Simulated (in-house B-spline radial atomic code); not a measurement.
**Ionising Cu IX (Cu8+) with different functionals**

Computed with a B-spline radial code for spherical atoms: non-relativistic Hamiltonian, point nucleus, spin-polarised at highest spin, spherical fractional occupations for the functionals, and exact exchange of hybrids averaged over the configuration. The ionisation energy is the difference of two self-consistent energies, [Ar] 3d3 → [Ar] 3d2, without Breit or QED terms; ε is the level of the shell that loses the electron (its least bound occupied spin orbital).

```json
{"method": "PBE0", "rung": "global hybrid", "ΔSCF (eV)": "?", "-ε(3d) (eV)": "?"}
{"method": "B3LYP", "rung": "global hybrid", "ΔSCF (eV)": "199.94", "-ε(3d) (eV)": "187.69"}
{"method": "TPSSh", "rung": "global hybrid", "ΔSCF (eV)": "?", "-ε(3d) (eV)": "?"}
{"method": "M06-2X", "rung": "global hybrid", "ΔSCF (eV)": "199.74", "-ε(3d) (eV)": "193.44"}
{"method": "BHandHLYP", "rung": "global hybrid", "ΔSCF (eV)": "199.80", "-ε(3d) (eV)": "192.83"}
{"method": "r2SCAN0", "rung": "global hybrid", "ΔSCF (eV)": "200.09", "-ε(3d) (eV)": "188.90"}
{"method": "B97-1", "rung": "global hybrid", "ΔSCF (eV)": "199.81", "-ε(3d) (eV)": "187.75"}
{"method": "HSE06", "rung": "range-separated hybrid", "ΔSCF (eV)": "199.74", "-ε(3d) (eV)": "187.98"}
{"method": "wB97X", "rung": "range-separated hybrid", "ΔSCF (eV)": "199.48", "-ε(3d) (eV)": "190.27"}
{"method": "CAM-B3LYP", "rung": "range-separated hybrid", "ΔSCF (eV)": "199.88", "-ε(3d) (eV)": "189.71"}
{"method": "LC-wPBE", "rung": "range-separated hybrid", "ΔSCF (eV)": "199.74", "-ε(3d) (eV)": "189.83"}
```

Problem. What does PBE0 give?

Solution. ΔSCF 199.84 eV, and -ε(3d) = 188.50 eV.

Problem. What does TPSSh give?

Solution. ΔSCF 199.65 eV, and -ε(3d) = 185.70 eV.

Problem. Among the functionals, which spreads more, the ΔSCF values or the orbital energies?

Solution. The orbital energies: ΔSCF values span about 0.60 eV and the orbital energies 7.74 eV; here energy differences depend much less on the functional than eigenvalues do.

Problem. How do they compare with the NIST value?

Solution. NIST lists 198 eV ± 2.2 (tabulated theory, ground level to ground level). Errors run from +1.48 to +2.09 eV; all lie within about twice that uncertainty, so the table can't rank the methods.
